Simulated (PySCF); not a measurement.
PySCF input file for WBr₃, SMILES [Br][W]([Br])[Br] (connectivity only; charge and spin as stated), neutral, multiplicity 4, PBE-D3(BJ)/def2-SVP. The structure is a stationary point at PBE-D3(BJ)/def2-SVP. The spin state was assumed, not searched. The def2 effective core potentials stand for the cores of W; spin–orbit coupling is left out.

```python
import numpy as np
from pyscf import gto, scf, dft, df
from pyscf.hessian import thermo

mol = gto.M(
    atom='''
    W     0.00000000    0.00000000    0.00000000
    Br   -2.41456100    0.00000000    0.00000000
    Br    1.20728050    2.09107116    0.00000000
    Br    1.20728050   -2.09107116    0.00000000
    ''',
    basis='def2-SVP',
    ecp={'W': 'def2-svp'},
    charge=0,
    spin=3,
    max_memory=1600,
    verbose=3,
)
mf = dft.UKS(mol, xc='pbe').density_fit(auxbasis='def2-universal-jkfit')
mf.disp = 'd3bj'
mf.grids.level = 3
mf.conv_tol = 1e-11
mf.max_cycle = 100
mf.kernel()
fine, coarse = mf.grids, dft.Grids(mol).set(level=1).build(with_non0tab=True)
for _ in range(3):  # follow internal instabilities
    mf.grids = coarse
    mo, _, stable, _ = mf.stability(return_status=True, nroots=4)
    mf.grids = fine
    if stable:
        break
    mf.kernel(mf.make_rdm1(mo, mf.mo_occ))

# analytic Hessian; the response equations are solved on a coarser grid
h, args, fine = mf.Hessian(), (mf.mo_energy, mf.mo_coeff, mf.mo_occ), mf.grids
h.max_memory = max(150, 2.5e-5 * df.make_auxmol(mol, mf.with_df.auxbasis).nao * mol.nelec[0] * (mol.nelec[0] + mol.nao))  # MB; small integral blocks
h1ao = h.make_h1(mf.mo_coeff, mf.mo_occ)
mf.grids = dft.Grids(mol).set(level=1).build(with_non0tab=True)
mo1, mo_e1 = h.solve_mo1(*args, h1ao)
mf.grids = fine
hess = h.hess_elec(*args, mo1, mo_e1, h1ao) + h.hess_nuc()
if mf.do_disp():
    hess += h.get_dispersion()
for i in range(mol.natm):  # the analytic DFT Hessian lacks the response of the grid: restore translational invariance
    hess[i, i] -= hess[i].sum(axis=0)
hess = (hess + hess.transpose(1, 0, 3, 2)) / 2
vib = thermo.harmonic_analysis(mol, hess, imaginary_freq=False)
thermo.dump_normal_mode(mol, vib)
th = thermo.thermo(mf, vib['freq_au'][vib['freq_au'] > 0], 298.15, 101325)
thermo.dump_thermo(mol, th)
g0 = mf.nuc_grad_method().set(verbose=0).kernel()

# dipole derivatives [dipole axis, atom, xyz] from the same response
r, irp = mol.intor('int1e_r'), mol.intor('int1e_irp').reshape(3, 3, mol.nao, mol.nao)
sl, dm0, ok = mol.aoslice_by_atom(), np.array(mf.make_rdm1()), []
dmu = np.einsum('a,xt->xat', mol.atom_charges(), np.eye(3))
for a, (_, _, p0, p1) in enumerate(sl):
    dmu[:, a] += 2 * np.einsum('xtij,ij->xt', irp[:, :, :, p0:p1], dm0.reshape(-1, mol.nao, mol.nao).sum(0)[:, p0:p1])
    for u, c, occ, f in zip(mo1, mf.mo_coeff, mf.mo_occ, (2, 2)):
        dmu[:, a] -= f * np.einsum('tui,xuv,vi->xt', u[a], r, c[:, occ > 0], optimize=True)
L = vib['norm_mode']
ir = 974.8801 * (np.einsum('xat,kat->kx', dmu, L) ** 2).sum(1)       # km/mol
apt = np.einsum('xax->a', dmu) / 3
print('mode   freq/cm-1   IR/(km/mol)')
for k, w in enumerate(vib['freq_wavenumber']):
    print(f'{k + 1:4d} {w:11.2f} {ir[k]:13.3f}')
print('max |gradient| / (hartree/bohr):', abs(g0).max())
print('APT charges:', apt.round(4))
```

Program output:

```

WARN: HOMO -0.367127662195765 >= LUMO -0.392561831703071

converged SCF energy = -7787.61814114368  <S^2> = 3.7675778  2S+1 = 4.0087793
<class 'pyscf.df.df_jk.DFUKS'> wavefunction is stable in the internal stability analysis

WARN: DFTD3 does not support analytical Hessian, using finite difference


WARN: Mole.unit (angstrom) is changed to Bohr

Mode                                 0                   1                   2
Irrep
Freq [cm^-1]                       50.9948             59.1333             59.1428
Reduced mass [au]                 117.5007             86.9015             86.9020
Force const [Dyne/A]                0.1800              0.1790              0.1791
Char temp [K]                      73.3702             85.0796             85.0933
Normal mode                   x     y     z       x     y     z       x     y     z
       0   W                -0.00 -0.00  0.06   -0.00 -0.03 -0.00   -0.03  0.00 -0.00
       1  Br                -0.00  0.00 -0.04   -0.00  0.08  0.00   -0.03 -0.00  0.00
       2  Br                -0.00 -0.00 -0.04   -0.05 -0.01  0.00    0.05 -0.05  0.00
       3  Br                 0.00 -0.00 -0.04    0.05 -0.01  0.00    0.05  0.05  0.00
Mode                                 3                   4                   5
Irrep
Freq [cm^-1]                      233.4751            284.7901            284.7903
Reduced mass [au]                  79.9040            105.0598            105.0604
Force const [Dyne/A]                2.5663              5.0204              5.0204
Char temp [K]                     335.9187            409.7495            409.7498
Normal mode                   x     y     z       x     y     z       x     y     z
       0   W                -0.00  0.00  0.00   -0.05 -0.00  0.00   -0.00  0.05 -0.00
       1  Br                -0.06 -0.00 -0.00    0.07  0.00 -0.00    0.00 -0.00  0.00
       2  Br                 0.03  0.06 -0.00    0.02  0.03 -0.00   -0.03 -0.05  0.00
       3  Br                 0.03 -0.06 -0.00    0.02 -0.03 -0.00    0.03 -0.05  0.00
temperature 298.1500 [K]
pressure 101325.00 [Pa]
Rotational constants [GHz] 0.72324 0.72324 0.36162
Symmetry number 6
Zero-point energy (ZPE) 0.00222 [Eh]   5815.803 [J/mol]
                           tot       elec      trans        rot        vib
Entropy [J/mol/K]       391.767     11.526    184.183    118.187     77.870
Cv [J/mol/K]             71.462      0.000     12.472     12.472     46.519
Cp [J/mol/K]             79.776      0.000     20.786     12.472     46.519
Internal energy [J/mol]                      3718.434   3718.434  15933.518
Internal energy [Eh]   -7787.60924  -7787.61814
Enthalpy [J/mol]                             6197.391   3718.434  15933.518
Enthalpy [Eh]          -7787.60830
Gibbs free energy [J/mol]                  -48716.782 -31519.104  -7283.494
Gibbs free energy [Eh] -7787.65278
mode   freq/cm-1   IR/(km/mol)
   1       50.99         0.449
   2       59.13         0.072
   3       59.14         0.072
   4      233.48         0.000
   5      284.79        29.988
   6      284.79        29.988
max |gradient| / (hartree/bohr): 6.773112714672242e-05
APT charges: [ 1.0753 -0.3584 -0.3584 -0.3584]
```

The calculation finished and met its thresholds.
